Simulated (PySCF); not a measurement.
**From computed data to an observable: entropy of an ideal gas**

CH₆ClNSi, SMILES N[SiH](C)Cl.

Coordinates come from a PBE-D3(BJ)/def2-SVP optimisation. Other conformers were not sampled.

PBE-D3(BJ)/def2-SVP (PySCF) gives the harmonic wavenumbers 147, 183, 205, 248, 294, 464, 497, 618, 687, 740, 808, 847, 871, 899, 1220, 1378, 1382, 1499, 2193, 2980, 3080, 3091, 3478, 3571 cm⁻¹ and the rotational temperatures 0.2746, 0.1496, 0.1087 K. The molar mass is 95.60 g/mol, the symmetry number 1, the spin multiplicity 1.

**Question.** Work out the entropy at 298.15 K and 1 atm in the rigid-rotor, harmonic-oscillator model.

**Answer.** 
Translation (Sackur–Tetrode at 1 atm): S = R[1.5 ln M + 2.5 ln T − 1.16487] = 165.6 J/(mol K).
Rotation: q = (√π/σ) T^1.5/√(θA θB θC) = 137000, S = R[ln q + 3/2] = 110.8 J/(mol K).
Vibration: with u = 1.4388 ν/T, each mode gives R[u/(e^u − 1) − ln(1 − e^−u)]:
| ν (cm⁻¹) | modes | u | S (J/(mol K)) |
|---|---|---|---|
| 147 | 1 | 0.71 | 11.34 |
| 183 | 1 | 0.88 | 9.61 |
| 205 | 1 | 0.99 | 8.74 |
| 248 | 1 | 1.20 | 7.30 |
| 294 | 1 | 1.42 | 6.07 |
| 464 | 1 | 2.24 | 3.16 |
| 497 | 1 | 2.40 | 2.79 |
| 618 | 1 | 2.98 | 1.76 |
| 687 | 1 | 3.32 | 1.35 |
| 740 | 1 | 3.57 | 1.10 |
| 808 | 1 | 3.90 | 0.84 |
| 847 | 1 | 4.09 | 0.72 |
| 871 | 1 | 4.20 | 0.66 |
| 899 | 1 | 4.34 | 0.59 |
| 1220 | 1 | 5.89 | 0.16 |
| 1378 | 1 | 6.65 | 0.08 |
| 1382 | 1 | 6.67 | 0.08 |
| 1499 | 1 | 7.23 | 0.05 |
The stiffer modes add less than 0.005 each. Sum 56.4 J/(mol K).
Spin: R ln 1 = 0.0 J/(mol K).
Total 332.8 J/(mol K); the program's own thermochemistry gives 332.8. Translation makes up 50 % and vibration 17 %. Anharmonicity, hindered rotation and orbital degeneracy are left out.
